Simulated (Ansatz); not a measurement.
The same ligand exchange along the group Mg, Zn, Cd.

Computed with Ansatz on PBE0-D4/def2-TZVP structures; ΔE is electronic, products minus reactants. CCSD(T)/CBS adds triple-zeta CCSD(T) − MP2 to the extrapolated MP2 energy (def2 sets, frozen cores). This one scheme is used for every species. DFT in def2-TZVPP. Elements past krypton have def2 core potentials. For Cd, Mg, Zn outer-core shells are correlated without core-valence functions, which leaves a few kJ/mol of doubt a bond. Scalar relativity is left out up to krypton. One conformer a species, not always the lowest.

```
                                          reaction  RPA@PBE/def2-TZVPP (kcal/mol)  PBE-D4 (kcal/mol)  CCSD(T)/CBS(def2) (kcal/mol)
`C[CH2][Mg][Cl]` + CH₃OH → `C[O][Mg][Cl]` + ethane                          -32.9              -31.9                         -34.9
`C[CH2][Zn][Cl]` + CH₃OH → `C[O][Zn][Cl]` + ethane                          -10.5               -8.5                         -11.0
`C[CH2][Cd][Cl]` + CH₃OH → `C[O][Cd][Cl]` + ethane                           -3.1               -2.8                          -3.2
```

Largest T1 diagnostic: 0.016, for `C[O][Cd][Cl]`.
